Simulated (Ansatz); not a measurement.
Ansatz (a program for electronic structure) input (CCSD(T)/cc-pVDZ):

Ansatz 0.2 input:
```yaml
crystal:
  periodic: [false, false, false]
  atoms:
    - {symbol: C, position_ang: [-2.03021267, 0.91163379, 0.84250509]}
    - {symbol: C, position_ang: [-0.93833435, -0.07263228, 0.61356073]}
    - {symbol: C, position_ang: [-1.46767137, -1.34126963, -0.06863272]}
    - {symbol: C, position_ang: [0.22886989, 0.57227764, -0.15068870]}
    - {symbol: C, position_ang: [1.46279245, -0.30306346, -0.25497844]}
    - {symbol: O, position_ang: [2.49759506, 0.47350476, -0.85603961]}
    - {symbol: H, position_ang: [-1.81203651, 1.96525313, 0.95488714]}
    - {symbol: H, position_ang: [-3.04379430, 0.58003405, 1.02474809]}
    - {symbol: H, position_ang: [-0.54435831, -0.37806739, 1.59989741]}
    - {symbol: H, position_ang: [-2.32108705, -1.74583160, 0.47851463]}
    - {symbol: H, position_ang: [-1.79582995, -1.11950700, -1.08679872]}
    - {symbol: H, position_ang: [-0.70752121, -2.12159611, -0.11868966]}
    - {symbol: H, position_ang: [-0.10018932, 0.84836859, -1.15639563]}
    - {symbol: H, position_ang: [0.51882531, 1.49858803, 0.35215814]}
    - {symbol: H, position_ang: [1.76393947, -0.63962325, 0.74650655]}
    - {symbol: H, position_ang: [1.25609013, -1.19366468, -0.85867112]}
    - {symbol: H, position_ang: [3.27253773, -0.08366816, -0.97843578]}
basis:
  gaussian:
    orbitals: cc-pVDZ
magnetization: {spin_polarized: true, initial_magnetization: 1}
correlation: {method: ccsd_t, electrons: outside_noble_gas}
```

End of the output:

```
6 core orbitals not correlated
reference -7362.61258096 eV, -270.5710217921 hartree; 19, 18 occupied and 114, 115 virtual orbitals, 1256 factors
second order -23.88658342 eV of doubles, -0.00000000 eV of singles
coupled cluster: 5.60 GiB planned
cycle   1  -25.19201616 eV  change    -1.3e0 eV  update   9.6e-2
cycle   2  -25.82649920 eV  change   -6.3e-1 eV  update   2.9e-2
cycle   3  -25.93756345 eV  change   -1.1e-1 eV  update   1.2e-2
cycle   4  -25.94065216 eV  change   -3.1e-3 eV  update   4.0e-3
cycle   5  -25.94102052 eV  change   -3.7e-4 eV  update   1.7e-3
cycle   6  -25.94114045 eV  change   -1.2e-4 eV  update   6.9e-4
cycle   7  -25.94099510 eV  change    1.5e-4 eV  update   2.5e-4
cycle   8  -25.94098007 eV  change    1.5e-5 eV  update   9.2e-5
cycle   9  -25.94098382 eV  change   -3.7e-6 eV  update   3.8e-5
perturbative correction -0.72254215 eV, -0.0265529343 hartree
Total energy: -7389.27610693 eV, -271.5508882984 hartree
```

It need not be the lowest isomer of its formula.
